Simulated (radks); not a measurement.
The numbers below are computed, except where a source is named.
Mg2+, 10 electrons, occupied as [Ne].

Level of theory: non-relativistic Kohn-Sham, PBE, spin-polarised, spherical densities, point nucleus; hard spherical wall at 5 bohr (a radial shooting solver on a logarithmic mesh with Libxc functionals).

Energy parts (Ry):
total: -398.22347
kinetic: 397.55371
electron-nucleus: -939.49094
Hartree: 175.55765
exchange-correlation: -31.84388

Orbitals (lengths in bohr, moments of r in powers of bohr; r(max) is where P^2 peaks):
orbital	occ.	eigenvalue (Ry)	r(max)
1s	2	-93.91053	0.08538
2s	2	-7.32365	0.5478
2p	6	-4.90365	0.4785
3s	0	-1.30799	2.098
3p	0	-0.86283	2.353
3d	0	-0.30583	2.600

The highest occupied level is 2p at -66.718 eV. The density falls to 0.001 e/bohr^3 at r = 2.22 bohr. Summed over all electrons, <r^2> = 4.806 bohr^2, which gives a Langevin (diamagnetic) susceptibility term of -3.81 x 10^-6 cm^3/mol. The pressure on the wall is 0.000714 GPa.
